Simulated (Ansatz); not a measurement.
Computed with Ansatz.

C2H12N2O2Si2, SMILES `CO[Si@@H](N)[Si@@H](N)OC` at its PBE0-D4/def2-TZVP geometry, where that method's forces vanish. Total charge 0; spin multiplicity 1.

| atom | x (Å) | y (Å) | z (Å) |
| --- | --- | --- | --- |
| C1 | -2.2957 | 1.7821 | 1.1259 |
| O2 | -1.0507 | 1.3425 | 1.6151 |
| Si3 | -0.3414 | -0.0681 | 1.1235 |
| N4 | 1.0262 | -0.4481 | 2.0828 |
| Si5 | 0.3414 | 0.0681 | -1.1235 |
| N6 | -1.0262 | 0.4481 | -2.0828 |
| O7 | 1.0507 | -1.3425 | -1.6151 |
| C8 | 2.2957 | -1.7821 | -1.1259 |
| H9 | -2.5620 | 2.7043 | 1.6458 |
| H10 | -2.2576 | 1.9844 | 0.0497 |
| H11 | -3.0843 | 1.0420 | 1.3135 |
| H12 | -1.3330 | -1.1694 | 1.3305 |
| H13 | 0.8982 | -0.7434 | 3.0384 |
| H14 | 1.8642 | 0.1048 | 1.9944 |
| H15 | 1.3330 | 1.1694 | -1.3305 |
| H16 | -0.8981 | 0.7434 | -3.0384 |
| H17 | -1.8642 | -0.1048 | -1.9944 |
| H18 | 3.0843 | -1.0420 | -1.3134 |
| H19 | 2.2576 | -1.9844 | -0.0497 |
| H20 | 2.5620 | -2.7043 | -1.6459 |

Question: For each bond, give half the difference of the two atoms' forces along it (eV/Å; positive pushes the atoms apart) under PBE-D4, r2SCAN-D4, B3LYP-D4, ωB97M-V in def2-TZVPP. (Estimate.)

Answer: The calculation gave: 
```
   bond  length (Å)  PBE-D4  r2SCAN-D4  B3LYP-D4  ωB97M-V
  C1–O2       1.408    0.24       0.31      0.30     0.27
  C1–H9       1.092    0.08      -0.07     -0.12    -0.11
 C1–H10       1.096    0.08      -0.06     -0.10    -0.11
 C1–H11       1.098    0.08      -0.06     -0.08    -0.10
Si3–Si5       2.352   -0.28      -0.05     -0.04    -0.10
Si3–H12       1.496    0.03      -0.02     -0.12    -0.15
 N4–H13       1.008    0.20       0.02     -0.02    -0.03
 Si5–N6       1.713    0.06       0.01      0.06     0.09
 Si5–O7       1.654    0.26      -0.01      0.03     0.03
 N6–H16       1.008    0.20       0.02     -0.02    -0.03
  O7–C8       1.408    0.24       0.31      0.30     0.27
 C8–H18       1.098    0.08      -0.06     -0.08    -0.10
 C8–H19       1.096    0.08      -0.06     -0.10    -0.11
 C8–H20       1.092    0.08      -0.07     -0.12    -0.11
```

B3LYP here is the variant with VWN-RPA as its local correlation; programs differ in this.
